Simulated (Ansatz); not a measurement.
Ansatz (a program for electronic structure) input (B3LYP-D3(BJ)/def2-TZVP):

Ansatz 0.2 input:
```yaml
crystal:
  periodic: [false, false, false]
  atoms:
    - {symbol: B, position_ang: [0.21342994, 0.40295015, 0.27385678]}
    - {symbol: Cl, position_ang: [0.33526405, 1.89217950, 1.16672685]}
    - {symbol: C, position_ang: [1.48895599, -0.20866941, -0.23319369]}
    - {symbol: C, position_ang: [-1.22160469, -0.21916702, 0.02106774]}
    - {symbol: H, position_ang: [1.51632787, -1.12263148, -0.80504457]}
    - {symbol: H, position_ang: [2.46301023, 0.22101969, -0.05961791]}
    - {symbol: H, position_ang: [-1.89096686, -0.08521824, 0.86760691]}
    - {symbol: H, position_ang: [-1.70196774, 0.27075493, -0.82616977]}
    - {symbol: H, position_ang: [-1.18003218, -1.27983799, -0.21230199]}
basis:
  gaussian:
    orbitals: def2-TZVP
hamiltonian:
  xc: b3lyp
  dispersion: d3bj
magnetization: {spin_polarized: true, initial_magnetization: 1}
relax: {f_tol: 0.002, max_steps: 150}
```

End of the output:

```
mean field -15356.70842744 eV, -564.3486255576 hartree, gradient 1.1e-5 eV, S^2 0.752867; 0 other end points of the search recorded, 0 dependent functions left out
the calculation of the forces begins
reference -15356.70868632 eV, -564.3486350713 hartree; 20, 19 occupied and 140, 141 virtual orbitals, 1012 factors
relax step  24: F+E_penalty+E_count = -15357.00837885 eV  Δ(F+E_penalty+E_count) = -1.077e-6 eV  max|allowed force component| = 1.990e-3 eV/Å  Δτ_max = 0.0009 Å  (24 SCF iters, accepted)
these checks for a lower state are left out or cut short: starts, cluster_reference, orbital_swaps, neighbouring_geometries, increment
integrals: 0.07 GiB planned
1012 factors; their error is unknown
mean field: 0.86 GiB planned
mean field -15356.70842909 eV, -564.3486256182 hartree, gradient 1.5e-5 eV, S^2 0.752867; 0 other end points of the search recorded, 0 dependent functions left out
the calculation of the forces begins
reference -15356.70868797 eV, -564.3486351318 hartree; 20, 19 occupied and 140, 141 virtual orbitals, 1012 factors
relax step  25: F+E_penalty+E_count = -15357.00837948 eV  Δ(F+E_penalty+E_count) = -6.292e-7 eV  max|allowed force component| = 1.173e-3 eV/Å  Δτ_max = 0.0021 Å  (25 SCF iters, accepted)
integrals: 0.07 GiB planned
1012 factors; their error is unknown
mean field: 0.86 GiB planned
mean field evaluation 192: about -15356.7084 eV, gradient 1.8e-2 eV
mean field -15356.70842909 eV, -564.3486256182 hartree, gradient 1.7e-5 eV, S^2 0.752867; 1 other end points of the search recorded, 0 dependent functions left out
the calculation of the forces begins
reference -15356.70868797 eV, -564.3486351318 hartree; 20, 19 occupied and 140, 141 virtual orbitals, 1012 factors
Total energy: -15357.00863836 eV, -564.3596581053 hartree
Atom 0 at     0.194900     0.405349     0.213641 Å, force    -0.000037     0.001063    -0.000382 eV/Å
Atom 1 at     0.296874     2.012201     0.986555 Å, force    -0.000151    -0.000757    -0.000179 eV/Å
Atom 2 at     1.510574    -0.250576    -0.184096 Å, force     0.001173    -0.000503     0.000545 eV/Å
Atom 3 at    -1.221098    -0.217274    -0.003060 Å, force    -0.000873     0.000117    -0.000128 eV/Å
Atom 4 at     1.547056    -1.225848    -0.658806 Å, force    -0.000301     0.000417    -0.000062 eV/Å
Atom 5 at     2.475447     0.214448    -0.017201 Å, force    -0.000331    -0.000209    -0.000203 eV/Å
Atom 6 at    -1.748578    -0.312496     0.951298 Å, force     0.000025    -0.000008    -0.000083 eV/Å
Atom 7 at    -1.840723     0.444279    -0.616763 Å, force     0.000123    -0.000175     0.000324 eV/Å
Atom 8 at    -1.192035    -1.198702    -0.478638 Å, force     0.000372     0.000056     0.000168 eV/Å
Dipole moment:     0.058462    -0.321932    -0.159729 e Å
```

It need not be the lowest isomer of its formula.
